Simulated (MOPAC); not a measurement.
MOPAC input (PM3):

```
PM3 FORCE THERMO(298,298) PRECISE LET GEO-OK AUX(PRECISION=9) THREADS=1
BClO

B     0.00000000 1    0.00000000 1   -0.59467397 1
O    -0.00000000 1   -0.00000000 1   -1.80279660 1
Cl    0.00000000 1    0.00000000 1    1.00577175 1
```

Output:

```
 *******************************************************************************
 **                                                                           **
 **                              MOPAC v23.2.5                                **
 **                                                                           **
 *******************************************************************************
 ** MOPAC's Digital Object Identifier: https://doi.org/10.5281/zenodo.6511958 **
 **                                                                           **
 ** Please cite the open-source release paper for use of this MOPAC version:  **
 ** J. E. Moussa and J. J. P. Stewart (2026)                                  **
 ** MOPAC: An open-source semiempirical molecular orbital program             **
 ** J. Open Source Softw., 11(119), 8025, https://doi.org/10.21105/joss.08025 **
 *******************************************************************************

                              PM3 CALCULATION RESULTS

 *******************************************************************************
 *  PM3        - The PM3 Hamiltonian to be used
 *  GEO-OK     - OVERRIDE INTERATOMIC DISTANCE AND OTHER SAFETY CHECKS
 *  LET        - OVERRIDE SOME SAFETY CHECKS
 *  PRECISE    - TIGHTER CRITERIA TO BE USED
 *  FORCE      - FORCE CALCULATION SPECIFIED
 *  AUX        - OUTPUT AUXILIARY INFORMATION
 *  THERMO     - THERMODYNAMIC QUANTITIES TO BE CALCULATED
 *******************************************************************************
PM3 FORCE THERMO(298,298) PRECISE LET GEO-OK AUX(PRECISION=9) THREADS=1
 BClO

   ATOM   CHEMICAL          X               Y               Z
  NUMBER   SYMBOL      (ANGSTROMS)     (ANGSTROMS)     (ANGSTROMS)

     1       B          0.00000000  *   0.00000000  *  -0.59467397  *
     2       O         -0.00000000  *  -0.00000000  *  -1.80279660  *
     3      Cl          0.00000000  *   0.00000000  *   1.00577175  *

          CARTESIAN COORDINATES

    NO.       ATOM           X           Y           Z

     1         B          0.0000      0.0000     -0.5947
     2         O         -0.0000     -0.0000     -1.8028
     3        Cl          0.0000      0.0000      1.0058

  B: (PM3): J. J. P. STEWART, J. MOL. MOD., 10, 155-164 (2004)
  O: (PM3): J. J. P. STEWART, J. COMP. CHEM. 10, 209 (1989).
 Cl: (PM3): J. J. P. STEWART, J. COMP. CHEM. 10, 209 (1989).

           Empirical Formula: O B Cl  =     3 atoms

      MOLECULAR POINT GROUP   :   C*v

      RHF CALCULATION, NO. OF DOUBLY OCCUPIED LEVELS = 8

          HEAT OF FORMATION =     -95.860845 KCALS/MOLE

          CARTESIAN COORDINATE DERIVATIVES

   NUMBER  ATOM         X            Y            Z

     1       B      0.039441     0.000000     0.000000
     2       O     -0.033579     0.000000     0.000000
     3      Cl     -0.005862     0.000000     0.000000

 DIPOLE           X         Y         Z       TOTAL
 POINT-CHG.    -2.670     0.000    -0.000     2.670
 HYBRID         0.772    -0.000    -0.000     0.772
 SUM           -1.899    -0.000    -0.000     1.899

          GRADIENT NORM =   0.05213

          MOLECULAR WEIGHT =   62.26

          ROTATIONAL CONSTANTS IN CM(-1)

          A =    0.00000000   B =    0.18386840   C =    0.18386840

           PRINCIPAL MOMENTS OF INERTIA IN UNITS OF 10**(-40)*GRAM-CM**2

          A =        0.0000   B =      152.2434   C =      152.2434

          ORIENTATION OF MOLECULE IN FORCE CALCULATION

    NO.       ATOM         X         Y         Z

     1          B       0.6009   -0.0000    0.0000
     2          O       1.8090   -0.0000    0.0000
     3         Cl      -0.9996    0.0000   -0.0000

    FIRST DERIVATIVES WILL BE USED IN THE CALCULATION OF SECOND DERIVATIVES

    FOR POINT-GROUP C*v  THERE ARE  84 UNIQUE SYMMETRY FUNCTIONS.

(To convert to Hartree/Bohr^2, multiply by (10^(-21) x N x a0^2)/(4.184 x 627.51) =  0.0642)

           FORCE MATRIX IN MILLIDYNES/ANGSTROM

                  B  1       O  2      Cl  3
 ------------------------------------------
     B    1  18.752022
     O    2  16.072066  17.404574
    Cl    3   2.702846   1.369967   4.003050

          HEAT OF FORMATION =     -95.860845 KCALS/MOLE

          ZERO POINT ENERGY       5.140 KCAL/MOL

           NORMAL COORDINATE ANALYSIS (Total motion = 1 Angstrom)

   Root No.       1         2         3         4

                 1 Pi      1 Pi      1 Sig     2 Sig

                 401.9     401.9     660.9    2130.5

           1    0.0000   -0.0000   -0.3401    0.6055
           2    0.6595    0.0073    0.0000    0.0000
           3   -0.0073    0.6595   -0.0000    0.0000
           4   -0.0000    0.0000   -0.3833   -0.3824
           5   -0.2539   -0.0028   -0.0000   -0.0000
           6    0.0028   -0.2539   -0.0000   -0.0000
           7   -0.0000    0.0000    0.2767   -0.0121
           8   -0.0865   -0.0010   -0.0000   -0.0000
           9    0.0010   -0.0865    0.0000   -0.0000

           MASS-WEIGHTED COORDINATE ANALYSIS (NORMAL COORDINATES)

   Root No.       1         2         3         4

                 1 Pi      1 Pi      1 Sig     2 Sig

                 401.9     401.9     660.9    2130.5

           1   -0.0000   -0.0000   -0.4450    0.7927
           2    0.8853   -0.0039   -0.0000    0.0000
           3    0.0039    0.8853   -0.0000    0.0000
           4    0.0000    0.0000   -0.6101   -0.6090
           5   -0.4147    0.0018    0.0000   -0.0000
           6   -0.0018   -0.4147   -0.0000   -0.0000
           7    0.0000    0.0000    0.6556   -0.0286
           8   -0.2103    0.0009    0.0000   -0.0000
           9   -0.0009   -0.2103    0.0000   -0.0000

          DESCRIPTION OF VIBRATIONS

 VIBRATION          2    1Pi         ATOM PAIR     ENERGY CONTRIBUTION    RADIAL
 FREQUENCY           401.89         B 1 -- O 2         +57.1% ( 95.6%)      0.0%
 TRANSITION DIPOLE   0.3129         B 1 -- Cl3         +42.9% ( 82.8%)      0.0%
 TRAVEL (Ang.)       0.1528
 REDUCED MASS        7.1837
 EFFECTIVE MASS     12.4488
 FORCE CONSTANT      0.6836

 VIBRATION          3    1Sig        ATOM PAIR     ENERGY CONTRIBUTION    RADIAL
 FREQUENCY           660.90         B 1 -- Cl3         +84.8% (135.2%)    100.0%
 TRANSITION DIPOLE   2.0379         B 1 -- O 2         +15.2% ( 57.3%)    100.0%
 TRAVEL (Ang.)       0.1054
 REDUCED MASS        9.1886
 EFFECTIVE MASS     22.5571
 FORCE CONSTANT      2.3647

 VIBRATION          4    2Sig        ATOM PAIR     ENERGY CONTRIBUTION    RADIAL
 FREQUENCY          2130.54         B 1 -- O 2         +70.9% ( 99.9%)    100.0%
 TRANSITION DIPOLE   7.0439         B 1 -- Cl3         +29.1% ( 64.0%)    100.0%
 TRAVEL (Ang.)       0.0700
 REDUCED MASS        6.4682
 EFFECTIVE MASS     12.6360
 FORCE CONSTANT     17.2987

      SYMMETRY NUMBER FOR POINT-GROUP C*v =  1

          SYSTEM IS A GROUND STATE

 BClO

          MOLECULE IS LINEAR

          THERE ARE  4 GENUINE VIBRATIONS IN THIS SYSTEM
          THIS THERMODYNAMICS CALCULATION IS LIMITED TO
          MOLECULES WHICH HAVE NO INTERNAL ROTATIONS

                    CALCULATED THERMODYNAMIC PROPERTIES
                                          *
   TEMP. (K)   PARTITION FUNCTION   H.O.F.    ENTHALPY  HEAT CAPACITY ENTROPY
                                   KCAL/MOL   CAL/MOLE    CAL/K/MOL  CAL/K/MOL

 298.00  VIB.     0.1422D+01                   466.7721     3.8436     2.2662
         ROT.     0.1126D+04                   592.1869     1.9872    15.9510
         INT.     0.1602D+04                  1058.9589     5.8308    18.2172
         TRA.     0.4750D+27                  1480.4672     4.9680    38.3034
         TOT.                      -95.861    2539.4261    10.7988    56.5206

   *: NOTE: HEATS OF FORMATION ARE RELATIVE TO THE
            ELEMENTS IN THEIR STANDARD STATE AT 298K
              (=  Standard Enthalpy of Formation).

            Hvib:  Zero-point energy is not included.
                   frequencies of less than zero cm-1 are not included.
            Hrot = (3/2)RT
            Htra = (3/2)RT + pV = (5/2)RT

            Heat capacity is Cp, not Cv

          For more information, see: HTTP://OpenMOPAC.net/Manual/thermochemistry.html

           FORCE CONSTANT IN CARTESIAN COORDINATES (Millidynes/A)

    ATOM   CHEMICAL       X               Y               Z
   NUMBER   SYMBOL  FORCE CONSTANT  FORCE CONSTANT  FORCE CONSTANT

      1       B       18.716779        0.806512        0.806512
      2       O       17.399884        0.260834        0.260834
      3      Cl        3.998780        0.148982        0.148982

 **********************
 *                    *
 * JOB ENDED NORMALLY *
 *                    *
 **********************

 == MOPAC DONE ==
```
